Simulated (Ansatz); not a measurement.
Pb₂Se₃ (the lowest singlet isomer of a short search), 5 atoms. Hardware: 4 threads of Arm Neoverse V1 on a shared host.

In the def2 sets Pb takes a core potential; there is no spin–orbit coupling.

(1) How many basis functions does each of these Ansatz runs have, and roughly what does it cost? PBE-D4/def2-TZVPD, charge -1 doublet at the geometry of the charge 0 singlet, energy, from earlier orbitals; PBE0-D4/def2-SVP, charge 0 singlet, energy, from earlier orbitals; PBE with 40 % exact exchange/def2-SVP, charge 0 quintet, energy, from earlier orbitals; PBE-D4/def2-TZVP, charge 0 quintet, energy, from earlier orbitals; r2SCAN-D4/def2-TZVPD, charge -1 doublet at the geometry of the charge 0 singlet, energy, from earlier orbitals; PBE-D4/def2-TZVPD, charge 0 singlet, energy, from earlier orbitals; r2SCAN-D4/def2-TZVP, charge 1 doublet at the geometry of the charge 0 singlet, energy, from earlier orbitals; PBE with 40 % exact exchange/def2-SVP, charge 0 singlet, energy, from earlier orbitals; PBE-D4/def2-TZVP, charge 0 singlet, energy, from earlier orbitals; PBE-D4/def2-SVP, charge 0 quintet, relaxation, 22 steps; r2SCAN0-D4/def2-TZVP, charge 0 singlet, energy and forces, from earlier orbitals; PBE with 15 % exact exchange/def2-SVP, charge 0 singlet, energy, from earlier orbitals.

Results:

(1) Other jobs shared the machine, so times can vary by a factor of up to 3. A dash marks memory too small to be measured apart from the calling script's.

| run | functions | fitting or Cholesky vectors | wall time | peak host memory (GiB) |
| --- | --- | --- | --- | --- |
| PBE-D4/def2-TZVP, charge 0 singlet, energy, from earlier orbitals | 244 | 1925 | 4.9 s | – |
| PBE0-D4/def2-SVP, charge 0 singlet, energy, from earlier orbitals | 148 | 1615 | 4.9 s | – |
| PBE with 15 % exact exchange/def2-SVP, charge 0 singlet, energy, from earlier orbitals | 148 | 1615 | 5 s | – |
| PBE with 40 % exact exchange/def2-SVP, charge 0 singlet, energy, from earlier orbitals | 148 | 1615 | 5.5 s | – |
| PBE-D4/def2-TZVPD, charge 0 singlet, energy, from earlier orbitals | 283 | 2061 | 8 s | 0.68 |
| PBE with 40 % exact exchange/def2-SVP, charge 0 quintet, energy, from earlier orbitals | 148 | 1615 | 16 s | 0.95 |
| r2SCAN0-D4/def2-TZVP, charge 0 singlet, energy and forces, from earlier orbitals | 244 | 2096 | 25 s | 1.4 |
| PBE-D4/def2-TZVP, charge 0 quintet, energy, from earlier orbitals | 244 | 1925 | 27 s | 1.1 |
| r2SCAN-D4/def2-TZVP, charge 1 doublet at the geometry of the charge 0 singlet, energy, from earlier orbitals | 244 | 1925 | 31 s | 0.64 |
| PBE-D4/def2-TZVPD, charge -1 doublet at the geometry of the charge 0 singlet, energy, from earlier orbitals | 283 | 2061 | 44 s | 1.5 |
| PBE-D4/def2-SVP, charge 0 quintet, relaxation, 22 steps | 148 | 1630 | 91 s | – |
| r2SCAN-D4/def2-TZVPD, charge -1 doublet at the geometry of the charge 0 singlet, energy, from earlier orbitals | 283 | 2061 | 1.7 min | 1.6 |
